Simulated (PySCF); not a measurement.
## Radial density of Pd (palladium, neutral)

UHF, [Kr] 4d10, closed-shell 1S. All numbers are calculated (PySCF 2.14, a scalar-relativistic core potential, in def2-TZVP with the def2 core potential (28 electrons)). This is the valence pseudo-density: the core potential removes the inner electrons and smooths the orbitals near the nucleus.

| r (bohr) | 4πr²ρ (e/bohr) |
| --- | --- |
| 0.0339 | 1.059e-05 |
| 0.0569 | 4.944e-05 |
| 0.0958 | 0.0003803 |
| 0.161 | 0.004659 |
| 0.271 | 0.08249 |
| 0.456 | 1.978 |
| 0.767 | 14.52 |
| 1.29 | 12.10 |
| 2.17 | 2.667 |
| 3.65 | 0.2995 |
| 6.14 | 0.002750 |

Energies and moments cover only the electrons outside the core potential.
